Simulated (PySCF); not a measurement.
input.py for Zn

File input.py (PySCF 2.14):

```python
from pyscf import gto, scf, solvent

mol = gto.M(
    atom='Zn 0 0 0',
    basis='jorge-dzp',
    charge=0,
    spin=0,
    verbose=4,
)
mf = scf.RHF(mol)
mf = solvent.PCM(mf)
mf.with_solvent.eps = 78.36
mf.kernel()
mf.analyze()
print('orbital energies (hartree):', mf.mo_energy[..., max(0, mol.nelec[1]-3):mol.nelec[0]+3].round(4))
```

```bash
$ OMP_NUM_THREADS=1 python input.py
```

Output (some set-up lines removed):

```
PySCF version 2.14.0

[INPUT] Symbol           X                Y                Z      unit          X                Y                Z       unit  Magmom
[INPUT]  1 Zn     0.000000000000   0.000000000000   0.000000000000 AA    0.000000000000   0.000000000000   0.000000000000 Bohr   0.0

nuclear repulsion = 0
number of shells = 17
number of NR pGTOs = 83
number of NR cGTOs = 43
basis = jorge-dzp
ecp = {}

******** <class 'pyscf.solvent._attach_solvent.PCMRHF'> ********
method = PCMRHF
initial guess = minao
damping factor = 0
level_shift factor = 0
DIIS = <class 'pyscf.scf.diis.CDIIS'>
SCF conv_tol = 1e-09
SCF max_cycles = 50
******** <class 'pyscf.solvent.pcm.PCM'> (In testing) ********

WARN: PCM is an experimental feature. It is still in testing.
Features and APIs may be changed in the future.

lebedev_order = 29 (302 grids per sphere)
eps = 78.36
frozen = False
Initial guess from minao.
PCM E_diel = -0.00285796006909282
Solvent Energy = -0.00285796006909282
init E= -1776.40560059119
  HOMO = -0.24506264219415  LUMO = 0.100944695508501  gap/eV = 9.41534
PCM E_diel = -0.00349700101732493
Solvent Energy = -0.00349700101732493
cycle= 1 E= -1777.67423896334  delta_E= -1.27  |g|= 0.618  |ddm|= 0.531
  HOMO = -0.247211991798568  LUMO = 0.0997750581326889  gap/eV = 9.44200
PCM E_diel = -0.00381668628793529
Solvent Energy = -0.00381668628793529
cycle= 2 E= -1777.67716446778  delta_E= -0.00293  |g|= 0.203  |ddm|= 0.15
  HOMO = -0.24214905011041  LUMO = 0.100634062138083  gap/eV = 9.32760
PCM E_diel = -0.00411774432319862
Solvent Energy = -0.00411774432319862
cycle= 3 E= -1777.67897393903  delta_E= -0.00181  |g|= 0.085  |ddm|= 0.114
  HOMO = -0.243424585194856  LUMO = 0.100234721360527  gap/eV = 9.35145
PCM E_diel = -0.00413089720451631
Solvent Energy = -0.00413089720451631
cycle= 4 E= -1777.6794612955  delta_E= -0.000487  |g|= 0.00441  |ddm|= 0.0268
  HOMO = -0.243174282836169  LUMO = 0.100209893805534  gap/eV = 9.34396
PCM E_diel = -0.00418093953771707
Solvent Energy = -0.00418093953771707
cycle= 5 E= -1777.67946629351  delta_E= -5e-06  |g|= 0.000538  |ddm|= 0.0137
  HOMO = -0.243111494730932  LUMO = 0.100200463594505  gap/eV = 9.34199
PCM E_diel = -0.00419466510413185
Solvent Energy = -0.00419466510413185
cycle= 6 E= -1777.67946651939  delta_E= -2.26e-07  |g|= 1.35e-05  |ddm|= 0.00373
  HOMO = -0.243110339713391  LUMO = 0.100200208785051  gap/eV = 9.34196
PCM E_diel = -0.00419496252635498
Solvent Energy = -0.00419496252635498
cycle= 7 E= -1777.6794665195  delta_E= -1.14e-10  |g|= 1.33e-06  |ddm|= 8.11e-05
  HOMO = -0.243110362177245  LUMO = 0.100200189210705  gap/eV = 9.34196
PCM E_diel = -0.00419496951678401
Solvent Energy = -0.00419496951678401
Extra cycle  E= -1777.6794665195  delta_E= -1.59e-12  |g|= 1.04e-06  |ddm|= 2.07e-06
converged SCF energy = -1777.6794665195
**** SCF Summaries ****
Total Energy =                       -1777.679466519501830
Nuclear Repulsion Energy =               0.000000000000000
One-electron Energy =                -2484.037382158287073
Two-electron Energy =                  706.362110608302032
Two-electron Coulomb Energy =          776.021913494749924
DFT Exchange-Correlation Energy =      -69.659802886447892
HOMO-LUMO gap [eV] =                     9.341955938556550
**** MO energy ****
[4 lines left out]
MO #5   energy= -38.8583004253318  occ= 2
MO #6   energy= -5.57742071835844  occ= 2
MO #7   energy= -3.78362199148361  occ= 2
MO #8   energy= -3.78362199148354  occ= 2
MO #9   energy= -3.7836219914835   occ= 2
MO #10  energy= -0.722362487825364 occ= 2
MO #11  energy= -0.722362487824951 occ= 2
MO #12  energy= -0.722362280302118 occ= 2
MO #13  energy= -0.722362280301538 occ= 2
MO #14  energy= -0.722362280300484 occ= 2
MO #15  energy= -0.243110362177245 occ= 2
MO #16  energy= 0.100200189210705  occ= 0
MO #17  energy= 0.100200189210832  occ= 0
MO #18  energy= 0.100200189210953  occ= 0
[25 lines left out]
 ** Mulliken pop on meta-lowdin orthogonal AOs  **
 ** Mulliken pop  **
pop of  0 Zn 1s           1.99925
pop of  0 Zn 2s           1.99905
pop of  0 Zn 3s           1.99899
pop of  0 Zn 4s           1.98489
pop of  0 Zn 5s           0.01436
pop of  0 Zn 6s           0.00186
pop of  0 Zn 7s           0.00037
pop of  0 Zn 8s           0.00124
pop of  0 Zn 2px          1.99986
pop of  0 Zn 2py          1.99986
pop of  0 Zn 2pz          1.99986
pop of  0 Zn 3px          1.99983
[31 lines left out]
 ** Mulliken atomic charges  **
charge of    0Zn =      0.00000
Dipole moment(X, Y, Z, Debye): -0.00000, -0.00000, -0.00000
orbital energies (hartree): [-0.7224 -0.7224 -0.2431  0.1002  0.1002  0.1002]
```

In short: E(SCF) = -1777.679467 Eh, 7 cycles.

Hardware: Arm Neoverse N1, 1 thread, shared host. Wall time 2.4 s.
